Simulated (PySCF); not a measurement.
Job for PySCF: R-B3LYP/6-31G* on CH2O2 (SMILES O=CO) with ghost functions, monomers drawn apart or pushed together.

```python
from pyscf import gto, scf, dft, mp
from pyscf.data.elements import chemcore

mol = gto.M(
    atom='''
    O     1.22091349   -0.12684501    3.61743061
    C     0.20442714    0.25468058    4.14888582
    O    -0.98016386    0.36081947    3.57409108
    H     0.15977968    0.56454522    5.20382222
    H    -0.90551452    0.05521492    2.60165588
    ghost-C    0.19514320    0.64616053    0.15493860
    ghost-N   -0.56010423   -0.44249955    0.79306772
    ghost-H    0.98551637    0.95849630    0.83591643
    ghost-H   -0.46975874    1.49362859   -0.01173294
    ghost-H    0.64670163    0.36390524   -0.80059178
    ghost-H    0.05626637   -1.22401419    0.99038360
    ghost-H   -1.30299013   -0.77823828    0.19093149
    ''',
    basis='6-31g*',
    cart=True,
    charge=0, spin=0, verbose=3, max_memory=1800)
mf = dft.RKS(mol, xc='b3lyp')
mf.conv_tol = 1e-8
mf.max_cycle = 100
mf.kernel()
if not mf.converged:
    mf = mf.newton().run(mf.mo_coeff, mf.mo_occ)
```

The log:

```
converged SCF energy = -189.755151911687
```

The run converged.

Cost: around 5 core-seconds (rough).
